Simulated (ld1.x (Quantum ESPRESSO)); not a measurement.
thallium: one change to an ultrasoft potential, before and after

```
Element                 : thallium
Generator               : ld1.x (Quantum ESPRESSO) 7.5
Type                    : ultrasoft
Functional              : PBE
Relativity              : scalar-relativistic
Frozen core             : [Xe] 4f14
Valence charge          : 13
Reference configuration : 5d10 6s2 6p1
Partial waves           : 6s (bound): rcut 2.05, rcutus 2.40 bohr; 6s channel at 0.05 Ry: rcut 2.05, rcutus 2.40 bohr; 6p (bound): rcut 2.20, rcutus 2.40 bohr; 6p channel at 3.35 Ry: rcut 2.20, rcutus 2.40 bohr; 5d (bound): rcut 1.90, rcutus 2.40 bohr; 5d channel at 4.05 Ry: rcut 1.90, rcutus 2.40 bohr
Local potential         : all-electron potential smoothed inside 1.80 bohr (lloc = -1)
Core correction         : Bessel-smoothed model core inside 1.85 bohr
Augmentation charge     : PSQ, inside the norm-conserving radii
```

Change: type PAW; local potential all-electron potential smoothed inside 2.00 bohr (lloc = -2); augmentation BESSEL, radius 1.35 bohr.

Cutoffs: the cutoffs (Ry, on a coarse ladder) from which the occupation-weighted sum of valence levels, in a spherical-Bessel basis at the reference potential, stays within 10 and 1 mRy of its value at 400 Ry; they do not see the model core or the augmentation charge, which bear on the density cutoff. Errors are all-electron minus pseudo energies relative to the spin-unpolarised reference configuration.

Problem. How do hardness, ghosts and transferability respond?

Solution. The potential gets neither clearly harder nor softer (18 Ry and 35 Ry → 18 Ry and 35 Ry); the bound ghost in s disappears; of the 7 tests that both files solve, the error grows in 2 and shrinks in 4 by more than 15 % and 0.3 meV (median size 20.0 → 3.1 meV); the range in which the d phases agree narrows (upper end at the end of the scan → 0.7). Several settings change at once here, so the effects cannot be laid on one of them.

```csv
quantity,base,changed
"cutoff, loose",18 Ry,18 Ry
"cutoff, tight",35 Ry,35 Ry
loose cutoff by channel (10 mRy a level),"s 6 Ry, p 6 Ry, d 18 Ry","s 6 Ry, p 6 Ry, d 15 Ry"
bound ghosts,s,none
"error for 5d10 6s2 6p0, meV [ΔE 5.17 eV]",-2.4,-3.1
"error for 5d10 6s1 6p0, meV [ΔE 25.95 eV]",-20,-5.1
"error for 5d10 6s0 6p0, meV [ΔE 56.09 eV]",-80,-21
"error for 5d10 6s0 6p3, meV [ΔE 15.21 eV]",-46,+1.6
"error for 5d10 6s2 6p1.3, meV [ΔE -0.49 eV]",+0.2,+0.1
"error for 5d9 6s0 6p0, meV [ΔE 107.88 eV]",-120,-208
"error for 5d10 6s1 6p2, meV [ΔE 7.40 eV]",-12,+1.4
s: phases at 2.58 bohr within 0.05 rad from the reference energy up to (Ry; the scan ends near 5),4.4,3.5
p: phases at 2.58 bohr within 0.05 rad from the reference energy up to (Ry; the scan ends near 5),4.2,to the end of the scan
d: phases at 2.58 bohr within 0.05 rad from the reference energy up to (Ry; the scan ends near 5),to the end of the scan,0.7
lowest overlap eigenvalue by channel,"s 0.25, p 0.53, d 0.75","s 0.35, p 0.58, d 0.81"
```

 A true bound ghost makes a file unfit for plane-wave use even where its test errors are small: the radial tests pick states by their node count and pass the ghost by.
